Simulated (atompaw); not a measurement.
**tin (Sn): variants of one PAW (atompaw) potential**

Base potential:

```json
{"Element": "Sn", "Generator": "atompaw 4.2.0.5", "Type": "PAW", "Functional": "PBE", "Relativity": "scalar-relativistic", "Frozen core": "[Kr]", "Valence charge": "14", "Reference configuration": "4d10 5s2 5p2", "Partial waves": "5s (bound); 5s channel at 2.85 Ry; 5p (bound); 5p channel at 0.75 Ry; 4d (bound); 4d channel at -1.25 Ry", "Local potential": "ultrasoft scheme with l = 3 at 0.5 Ry, radius 2.65 bohr", "Core correction": "smooth core density matched at 2.20 bohr", "Augmentation charge": "besselshape compensation charge, radius 2.40 bohr; PAW radius 2.65 bohr; waves and projectors: bloechl"}
```

All-electron outer shells of the reference configuration (PBE, scalar-relativistic, ld1.x):

| shell | level (eV) | outermost node (bohr) | outermost maximum (bohr) |
| --- | --- | --- | --- |
| 4s | -133.93 | 0.40 | 0.74 |
| 4p | -89.70 | 0.41 | 0.79 |
| 4d | -25.84 | 0.39 | 0.88 |
| 5s | -10.55 | 0.98 | 2.01 |
| 5p | -3.69 | 1.09 | 2.55 |

Cutoffs, loose and tight: the cutoffs (Ry, on a coarse ladder) from which the occupation-weighted sum of valence levels, in a spherical-Bessel basis at the reference potential, stays within 10 and 1 mRy of its value at 400 Ry. They see the waves, projectors and local potential, not the compensation charge or the core. A dash means not determined.

```csv
change,outcome,"cutoff, loose","cutoff, tight",bound ghosts
base,generated,35 Ry,40 Ry,none
"all radii scaled by about 0.77 (s 2.04, p 2.04, d 1.12 bohr); local potential ultrasoft scheme with l = 3 at 0.5 Ry, radius 2.04 bohr; augmentation besselshape compensation charge, radius 1.84 bohr; PAW radius 2.04 bohr; waves and projectors: bloechl; core correction smooth core density matched at 1.70 bohr",failed: atompaw: terminating projector 1000,–,–,–
"all radii scaled by about 0.80 (s 2.12, p 2.12, d 1.16 bohr); local potential ultrasoft scheme with l = 3 at 0.5 Ry, radius 2.12 bohr; augmentation besselshape compensation charge, radius 1.92 bohr; PAW radius 2.12 bohr; waves and projectors: bloechl; core correction smooth core density matched at 1.76 bohr",failed: atompaw: The overlap operator has at least one negative eigenvalue!,–,–,–
"all radii scaled by about 0.87 (s 2.30, p 2.30, d 1.26 bohr); local potential ultrasoft scheme with l = 3 at 0.5 Ry, radius 2.30 bohr; augmentation besselshape compensation charge, radius 2.08 bohr; PAW radius 2.30 bohr; waves and projectors: bloechl; core correction smooth core density matched at 1.92 bohr",failed: atompaw: The overlap operator has at least one negative eigenvalue!,–,–,–
"all radii scaled by about 1.15 (s 3.04, p 3.04, d 1.66 bohr); local potential ultrasoft scheme with l = 3 at 0.5 Ry, radius 3.04 bohr; augmentation besselshape compensation charge, radius 2.76 bohr; PAW radius 3.04 bohr; waves and projectors: bloechl; core correction smooth core density matched at 2.52 bohr",failed: atompaw: terminating projector 1000,–,–,–
"all radii scaled by about 1.24 (s 3.28, p 3.28, d 1.80 bohr); local potential ultrasoft scheme with l = 3 at 0.5 Ry, radius 3.28 bohr; augmentation besselshape compensation charge, radius 2.98 bohr; PAW radius 3.28 bohr; waves and projectors: bloechl; core correction smooth core density matched at 2.72 bohr",generated,21 Ry,30 Ry,none
"all radii scaled by about 1.28 (s 3.38, p 3.38, d 1.86 bohr); local potential ultrasoft scheme with l = 3 at 0.5 Ry, radius 3.38 bohr; augmentation besselshape compensation charge, radius 3.06 bohr; PAW radius 3.38 bohr; waves and projectors: bloechl; core correction smooth core density matched at 2.82 bohr",generated,21 Ry,30 Ry,none
```

What comes out with this change to the base: all radii scaled by about 1.07 (s 2.84, p 2.84, d 1.56 bohr); local potential ultrasoft scheme with l = 3 at 0.5 Ry, radius 2.84 bohr; augmentation besselshape compensation charge, radius 2.58 bohr; PAW radius 2.84 bohr; waves and projectors: bloechl; core correction smooth core density matched at 2.36 bohr?

outcome: generated; cutoff, loose: 30 Ry; cutoff, tight: 35 Ry; bound ghosts: none.

What comes out with this change to the base: all radii scaled by about 0.96 (s 2.54, p 2.54, d 1.40 bohr); local potential ultrasoft scheme with l = 3 at 0.5 Ry, radius 2.54 bohr; augmentation besselshape compensation charge, radius 2.30 bohr; PAW radius 2.54 bohr; waves and projectors: bloechl; core correction smooth core density matched at 2.12 bohr?

outcome: generated; cutoff, loose: 35 Ry; cutoff, tight: 45 Ry; bound ghosts: none.

Reading the sweep of the scale of all radii (base = 1) (base included, trends over the rows without a ghost): The loose cutoff falls from 35 Ry at 0.96 to 21 Ry at 1.28. A larger radius leaves more room for a smooth pseudo-wave, so fewer plane waves are needed; a smaller one forces it to follow the all-electron wave where it bends sharply. The generation fails at 0.77, 0.8, 0.87, 1.15.
